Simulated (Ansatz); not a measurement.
Born–Oppenheimer molecular dynamics of C₂H₇AsSi (11 atoms, charge 0, multiplicity 1). It starts at the highest image of a converged band, a first-order saddle point between two minima.

Method: Ansatz 0.2.0, RKS B3LYP/def2-SVP.

| Property | Result |
| --- | --- |
| ensemble | NVE (velocity Verlet) |
| time step | 0.5 fs |
| steps asked | 200 |
| starting velocities drawn for | 300 K |
| seed | 7224 |

First frame:

```xyz
11
Properties=species:S:1:pos:R:3
C -1.238 1.379 -0.425
As 0.237 0.407 0.421
C 0.328 -1.575 0.611
Si 1.149 -1.315 -1.132
H -1.828 1.929 0.321
H -0.827 2.061 -1.181
H -1.864 0.628 -0.925
H 0.834 -1.846 1.549
H -0.722 -1.901 0.636
H 2.542 -1.055 -0.540
H 1.454 1.230 0.686
```

Q: How far do the bonds stretch over the last three quarters of this one trajectory? (Pairs bonded in most of those frames.)

A: 
| bond | mean (Å) | spread (Å) | shortest | longest |
| --- | --- | --- | --- | --- |
| C1–As2 | 1.977 | 0.024 | 1.94 | 2.02 |
| C1–H5 | 1.102 | 0.030 | 1.06 | 1.15 |
| C1–H6 | 1.101 | 0.015 | 1.08 | 1.13 |
| C1–H7 | 1.101 | 0.020 | 1.07 | 1.14 |
| As2–C3 | 1.995 | 0.026 | 1.95 | 2.05 |
| As2–Si4 | 2.420 | 0.071 | 2.32 | 2.57 |
| As2–H11 | 1.521 | 0.027 | 1.46 | 1.57 |
| C3–Si4 | 1.961 | 0.058 | 1.86 | 2.06 |
| C3–H8 | 1.101 | 0.008 | 1.09 | 1.12 |
| C3–H9 | 1.099 | 0.013 | 1.08 | 1.12 |
| Si4–H10 | 1.530 | 0.026 | 1.49 | 1.57 |

Mean temperature of the second half: 565 K. The conserved energy stayed within 0.16 meV per atom of its start (net change 0.072 meV per atom), so the integration is sound. The kinetic energy rose, since the run started high on the potential surface and went downhill. A run of 0.1 ps of so small a system gives no equilibrium averages. The orbitals stay closed-shell, which can raise the energy where a bond breaks towards radicals; this wasn't checked here.

Time of the run: 3.8 min on 2 threads of AMD EPYC 9R45 96-Core Processor (Zen 5) (shared host), peak memory 0.29 GiB.
